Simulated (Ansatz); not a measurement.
```yaml
crystal:
  periodic: [false, false, false]
  atoms:
    - {symbol: Cd, position_ang: [-1.853685, -0.854357, -3.351657]}
    - {symbol: Cd, position_ang: [1.135303, -1.750807, 1.748455]}
    - {symbol: Cd, position_ang: [-2.152486, 0.317248, 0.335479]}
    - {symbol: Te, position_ang: [-2.050268, -2.765808, 1.736803]}
    - {symbol: Te, position_ang: [1.881627, 1.414109, -1.446409]}
    - {symbol: Te, position_ang: [-0.735836, 3.360138, -0.273132]}
    - {symbol: Te, position_ang: [3.775356, 0.279477, 1.250461]}
basis:
  gaussian: {orbitals: def2-TZVP}
hamiltonian: {xc: {name: HSE06}, dispersion: d3bjatm}
scf: {omitted_lower_state_checks: [starts]}
output: {forces: true}
```

```sh
$ ansatz run in.yaml --threads 4 --pin off --events-out ev --progress --plain --max-ram 6963MiB
```

Output, abridged:

```
Functional definition: HSE06
3054 factors; integrals over basis functions are off by at most 2.9e-4 eV
141 factors; integrals over basis functions are off by at most 1.7e-6 eV
mean field evaluation 1: about -42864.7463 eV, gradient 3.5e1 eV
mean field evaluation 2: about -42816.1102 eV, gradient 9.9e1 eV
mean field evaluation 4: about -42869.6165 eV, gradient 1.0e1 eV
mean field evaluation 8: about -42870.0644 eV, gradient 1.7e0 eV
mean field evaluation 16: about -42870.2152 eV, gradient 2.3e-2 eV
mean field -42870.21516525 eV, -1575.4513488473 hartree, gradient 6.8e-5 eV, S^2 0.000000; 0 other end points of the search recorded, 0 dependent functions left out
reference -42870.21521631 eV, -1575.4513507240 hartree; 78, 78 occupied and 242, 242 virtual orbitals, 3054 factors
Total energy: -42870.86104871 eV, -1575.4750846267 hartree
Atom 0 at    -1.853685    -0.854357    -3.351657 Å, force     0.035495     0.090629     0.237232 eV/Å
Atom 1 at     1.135303    -1.750807     1.748455 Å, force    -0.321084     0.505715    -0.293882 eV/Å
Atom 2 at    -2.152486     0.317248     0.335479 Å, force     0.738019    -0.122063     0.160477 eV/Å
Atom 3 at    -2.050268    -2.765808     1.736803 Å, force     1.388114     1.762057    -0.606657 eV/Å
Atom 4 at     1.881627     1.414109    -1.446409 Å, force    -0.549975     0.387940     2.158675 eV/Å
Atom 5 at    -0.735836     3.360138    -0.273132 Å, force     0.947656    -2.400506    -0.394693 eV/Å
Atom 6 at     3.775356     0.279477     1.250461 Å, force    -2.238226    -0.223772    -1.261152 eV/Å
Dipole moment:    -0.389520    -0.418709    -0.144308 e Å
Checks for a lower state left out: starts
```

It took 21 s on 4 threads of AMD EPYC 7B13 on a shared host, peak host memory 1.8 GiB.

In the def2 sets Cd, Te take a core potential; there is no spin–orbit coupling. HSE06 is defined as in plane-wave codes, on full-range PBE exchange.
